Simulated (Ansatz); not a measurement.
Program: Ansatz. Geometries: PBE0-D4/def2-TZVP. ΔE: electronic, gas phase. CCSD(T)/CBS adds triple-zeta CCSD(T) − MP2 to the extrapolated MP2 energy (def2 sets, frozen cores). This one scheme is used for every species. DFT in def2-TZVPP. For Ge outer-core shells are correlated without core-valence functions, which leaves a few kJ/mol of doubt a bond. Scalar relativity is left out up to krypton. One conformer a species, not always the lowest.

Reaction (formal hydrolysis of a Ge–B bond): `[BH2][GeH2][O]C` + H₂O → `C[O][GeH2][OH]` + BH₃

`[BH2][GeH2][O]C`:

```xyz
11

B    -0.219    0.079    2.460
Ge   -0.621   -0.212    0.472
O     0.811    0.288   -0.472
C     0.751    0.169   -1.870
H     0.829    0.519    2.821
H    -1.046   -0.196    3.277
H    -0.919   -1.692    0.122
H    -1.828    0.620   -0.030
H     0.594   -0.870   -2.192
H    -0.052    0.782   -2.304
H     1.702    0.513   -2.285
```

H₂O:

Cartesian coordinates in Å:
```
O -0.207 0.107 0.312
H -0.226 -0.740 -0.139
H 0.433 0.633 -0.173
```

`C[O][GeH2][OH]`:

Z-matrix (Å, degrees):
```
C
O 1 1.407
H 1 1.098 2 112.0
H 1 1.092 2 108.1 3 -118.9
H 1 1.099 2 112.4 3 122.1
Ge 2 1.776 1 119.4 3 -72.7
O 6 1.764 2 105.5 1 -162.4
H 6 1.545 2 107.2 1 -42.3
H 6 1.534 2 112.1 1 83.2
H 7 0.960 6 112.2 2 49.5
```

BH₃:

Z-matrix (Å, degrees):
```
B
H 1 1.193
H 1 1.193 2 120.0
H 1 1.193 2 120.0 3 180.0
```

| level | ΔE (kcal/mol) |
| --- | --- |
| ωB97X-V | -11.0 |
| ωB97M-V | -10.6 |
| CCSD(T)/def2-TZVPP | -10.6 |
| HF/CBS(def2) | -15.6 |

**Question.** What does CCSD(T)/CBS give? (Estimate.)

**Answer.** Ansatz gave: -9.1 kcal/mol. The listed levels differ from it by -1.9, -1.5, -1.5, -6.5 kcal/mol.

Largest T1 diagnostic among the species: 0.012.

In def2-TZVPP, CCSD(T) changes the Hartree–Fock value by +4.8 kcal/mol (the triples alone add +0.2 kcal/mol) and MP2 by +3.5 kcal/mol. From PBE to PBE0 (25 % exact exchange), in def2-TZVPP and without D4, ΔE moves by −0.9 kcal/mol.
